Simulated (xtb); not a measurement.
C₂H₈BNO₂, SMILES COCB(N)O. All values are semi-empirical tight-binding results from xtb (GFN2-xTB unless named), good for trends rather than for accurate numbers. Geometry: GFN2-xTB. This is a generated structure with no PubChem entry under its InChIKey; it may be hypothetical. The values are those of a single conformer.

Optimised geometry:

Bonded distances (Å): C1–O2 1.401, C1–H7 1.099, C1–H8 1.099, C1–H9 1.089, O2–C3 1.419, C3–B4 1.614, C3–H10 1.104, C3–H11 1.104, B4–N5 1.388, B4–O6 1.363, N5–H12 1.003, N5–H13 1.004, O6–H14 0.955. Bond angles (°): O2–C1–H7 111.4, O2–C1–H8 111.4, O2–C1–H9 107.0, H7–C1–H8 108.4, H7–C1–H9 109.3, H8–C1–H9 109.3, C1–O2–C3 113.0, O2–C3–B4 111.0, O2–C3–H10 109.1, O2–C3–H11 109.1, B4–C3–H10 110.7, B4–C3–H11 110.7, H10–C3–H11 106.0, C3–B4–N5 119.0, C3–B4–O6 122.0, N5–B4–O6 119.0, B4–N5–H12 121.1, B4–N5–H13 123.8, H12–N5–H13 115.1, B4–O6–H14 115.4.
Charge 0, spin multiplicity 1.

The point group as xtb finds it is Cs. The orbital gap is 6.88 eV and the dipole moment comes out as 1.35 D. The zero-point energy is 70.3 kcal/mol and the G − E(el) at 298.15 K (modified RRHO) is 50.3 kcal/mol. The static polarisability (D4 model) comes out as 58.4 bohr³ and the solvation energy, GFN2-xTB/ALPB(water) comes out as -7.3 kcal/mol. The solvation energy, GFN2-xTB/ALPB(octanol) comes out as -7.9 kcal/mol.

Task: Give the IR lines (harmonic; lines under 4 % of the strongest left out, lines within 3 cm⁻¹ merged). (An estimate is asked for; the answer gives what the named calculation found.)

Result: ν (cm⁻¹): 538 (vs), 559 (m), 851 (w), 968 (m), 990 (m), 1104 (m), 1161 (w), 1214 (vs), 1325 (w), 1394 (m), 1515 (s), 2800 (m), 2842 (m), 2874 (m), 2902 (m), 3018 (w) (against the strongest line: vs over 80 %, s over 45 %, m over 15 %, w over 4 %, vw less)

Computed atomic charges and the Wiberg bond orders between heavy atoms:
charges (e) C1 0.05, O2 -0.33, C3 -0.01, B4 0.35, N5 -0.34, O6 -0.47, H7 0.02, H8 0.02, H9 0.05, H10 0.01, H11 0.01, H12 0.18, H13 0.17, H14 0.29. Bond orders C1–O2 1.00, O2–C3 0.98, C3–B4 0.94, B4–N5 1.33, B4–O6 1.15.
